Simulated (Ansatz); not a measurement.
Z-matrix (Å, degrees):
```
C
C 1 1.541
Si 1 1.876 2 64.0
Al 1 1.914 2 127.2 3 93.2
H 1 1.090 2 114.5 3 -102.4
H 2 1.086 1 116.7 3 -112.0
H 2 1.086 1 115.8 3 110.8
S 3 2.117 1 116.4 2 -110.1
H 3 1.480 1 118.8 2 105.1
H 4 1.586 1 118.9 2 179.8
H 4 1.589 1 119.1 2 -5.0
H 8 1.345 3 95.3 1 149.6
```

Total charge 0; spin multiplicity 1.

Question: List the PBE0/def2-TZVPP orbital energies in eV (Ansatz 0.2.0). (An estimate is asked.)

Answer: Computed: Occupied: -2422.68, -1803.19, -1527.35, -278.42, -278.17, -218.04, -161.87, -161.80, -161.68, -145.50, -113.26, -100.18, -100.15, -100.13, -73.38, -73.17, -73.16, -22.04, -20.67, -16.61, -14.23, -12.99, -12.12, -11.64, -10.84, -9.73, -9.20, -8.64, -8.30, -7.84, -6.75. Lowest empty: -1.10, -0.16, 0.23, 0.39, 1.02, 1.44, 1.56, 1.89.
